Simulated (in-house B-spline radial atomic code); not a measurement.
Configurations of Nd VIII (Nd7+), with energies counted from [Kr] 4d10 (4f5/2)2 5s2 (5p1/2)2 (5p3/2)1. Method: Dirac-Hartree-Fock, average of each configuration as written, Fermi nucleus of rms radius 4.9123 fm. Calculated with a radial B-spline atomic code at the basis-set limit. Energies include first-order Breit, QED and recoil terms.

Occupations are held fixed; configurations that lie above the ionisation limit could autoionise.

| configuration | E - E(ref) (eV) | highest orbital | its <r> (bohr) |
| --- | --- | --- | --- |
| [Kr] 4d10 (4f5/2)1 (4f7/2)1 5s2 (5p1/2)1 (5p3/2)2 | 4.9185 | 4f7/2 | 0.8386 |
| [Kr] 4d10 (4f5/2)2 5s2 (5p3/2)3 | 9.2351 | 5p3/2 | 1.505 |
| [Kr] 4d10 (4f7/2)1 5s2 (5p1/2)1 (5p3/2)2 6s1 | 46.675 | 6s1/2 | 2.55 |
| [Kr] 4d10 (4f7/2)2 5s2 (5p1/2)1 (5p3/2)1 (5g9/2)1 | 79.44 | 5g9/2 | 3.297 |
| [Kr] 4d10 (4f5/2)2 5s2 (5p1/2)2 (8g7/2)1 | 95.848 | 8g7/2 | 10.44 |
| [Kr] (4d3/2)3 (4d5/2)6 (4f7/2)2 5s2 (5p1/2)2 (5p3/2)1 (6f5/2)1 | 201.13 | 6f5/2 | 4.274 |

(1) Order these further configurations by energy, lowest first.
A. [Kr] 4d10 (4f5/2)1 5s2 (5p1/2)2 (5p3/2)1 (5g9/2)1
B. [Kr] 4d10 (4f5/2)2 5s2 (5p3/2)2 (6g9/2)1
C. [Kr] 4d10 (4f7/2)2 5s2 (5p1/2)2 (6d5/2)1
D. [Kr] (4d3/2)4 (4d5/2)5 (4f7/2)2 5s2 (5p3/2)3 (7g7/2)1
E. [Kr] 4d10 (4f7/2)3 5s2 (5p1/2)2

(2) How far above the reference does [Kr] 4d10 (4f5/2)2 5s2 (5p1/2)1 (5p3/2)2 lie?

(3) How far above the reference does [Kr] 4d10 (4f7/2)2 5s2 (5p1/2)2 (7g9/2)1 lie?

## Answers

(1) E (10.923 eV), C (66.935 eV), A (72.366 eV), B (94.129 eV), D (223.04 eV).

(2) 4.0108 eV; its least bound orbital is 5p3/2 with <r> = 1.506 bohr.

(3) 93.367 eV; its least bound orbital is 7g9/2 with <r> = 7.695 bohr.
